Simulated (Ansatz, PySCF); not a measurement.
Reaction (SMILES): C[SiH2]O[SiH3] → C[SiH2]O[SiH2-] + H+
Structures are relaxed separately at B3LYP-D3(BJ)/def2-TZVP in Ansatz (a first-principles code), one conformer each, not searched for the lowest. Frequencies are from Ansatz or PySCF.
Geometry of the first species:
```xyz
12

C      2.4724    -0.1402     0.4071
Si     0.9669    -0.0118    -0.6795
O     -0.3766     0.0046     0.2655
Si    -2.0075     0.0786     0.3555
H      2.4476    -1.0560     1.0007
H      2.5327     0.7084     1.0912
H      3.3813    -0.1529    -0.1993
H      1.0077     1.2341    -1.4851
H      0.8918    -1.1671    -1.6082
H     -2.3986     0.0244     1.7806
H     -2.4995     1.3419    -0.2437
H     -2.6156    -1.0638    -0.3671
```

Quantity: gas-phase deprotonation energy (enthalpy at 298 K, with B3LYP-D3(BJ) rigid-rotor harmonic-oscillator terms), in kJ/mol. Valence correlation only, unless marked. No spin-orbit coupling. No relativistic terms. Anions need diffuse functions: aug- sets have them; def2-D sets add few; the other sets have none. CBS(X,Y): correlation extrapolated as X^-3; Hartree-Fock from the larger set.

| level | program | gas-phase deprotonation energy (kJ/mol) |
|---|---|---|
| HF/aug-cc-pV(Q+d)Z | Ansatz | 1613.0 |
| BLYP/def2-TZVPD | Ansatz | 1551.4 |
| B3LYP-D4/def2-TZVPD | Ansatz + dftd4 | 1559.9 |
| SCS-MP2/6-31G | Ansatz | 1551.0 |
| SCS-MP2/cc-pwCVTZ | Ansatz | 1596.6 |
| CCSD(T)/aug-cc-pV(T+d)Z | Ansatz | 1564.7 |
| CCSD(T)/CBS(aug-cc-pV(T+d)Z,aug-cc-pV(Q+d)Z) | Ansatz | 1568.9 |
